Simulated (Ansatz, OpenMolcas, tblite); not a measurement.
C2H4AlFO (SMILES C=C[O][AlH][F]): methods side by side

C2H4AlFO: 9 atoms, total charge 0, spin state singlet. SMILES: `C=C[O][AlH][F]`. The coordinates come from a PBE0-D4/def2-TZVP relaxation. This is one conformer, not always the lowest.

Quantity: the HOMO–LUMO gap, in eV. The values are calculated.

| level | kind | program | value (eV) | CPU time |
| --- | --- | --- | --- | --- |
| GFN1-xTB | semi-empirical | tblite | 4.12 | under 2 s |
| HF/def2-SVP | Hartree–Fock | Ansatz | 11.66 | 2.5 s |
| SVWN5/def2-SVP | LDA | OpenMolcas | 4.27 | 51 s |
| revPBE/def2-SVP | GGA | OpenMolcas | 4.34 | 67 s |
| r2SCAN/def2-SVP | meta-GGA | OpenMolcas | 4.91 | 67 s |
| PBE0/def2-SVP | global hybrid | Ansatz | 6.29 | 5.1 s |
| wB97X/def2-SVP | range-separated hybrid | Ansatz | 10.66 | 16 s |
| B2PLYP/def2-SVP | double hybrid | OpenMolcas | 8.25 | 44 s |

The values span 4.12 to 11.66 eV. Orbital gaps aren't excitation energies, and those of double hybrids come from the SCF part alone; they tend to grow with the share of exact exchange. CPU times are rough (shared hosts, several kinds of processor and program).
